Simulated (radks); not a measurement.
Spherical jellium clusters: N electrons in a uniform positive sphere of charge N and radius rs N^(1/3), rs = 2.47 bohr. Method: non-relativistic Kohn-Sham, LDA (Slater exchange, Perdew-Wang correlation), spin-polarised, spherical densities; computed with a radial shooting solver with Libxc functionals. Levels are named by radial order and angular momentum (1s, 1p, 1d, 2s, ...), and open shells are averaged over m.

N = 36, configuration 1s2 1p6 1d10 2s2 1f14 2p(up 2, down 0). This is the lowest configuration that the search found. Occupied and some empty levels:

level,occupation,eigenvalue (eV),<r> (bohr)
1s up,1,-10.170,4.536
1s down,1,-9.9245,4.691
1p up,3,-8.4637,5.637
1p down,3,-8.3263,5.710
1d up,5,-6.5060,6.397
1d down,5,-6.4170,6.416
2s up,1,-6.0181,5.483
2s down,1,-5.7631,5.397
1f up,7,-4.3230,7.039
1f down,7,-4.2461,7.033
2p up,2,-3.5729,6.484
2p down,0,-3.3257,6.561
1g up,0,-1.9779,7.722
1g down,0,-1.8963,7.708
3s up,0,-1.3481,8.881
2d up,0,-1.3421,8.347
3s down,0,-1.2185,9.073
2d down,0,-1.1918,8.551

Energy (eV): total -41.7561, kinetic 150.65, external -5070.5, Hartree 2482.0, exchange-correlation -198.28, background 2594.4.
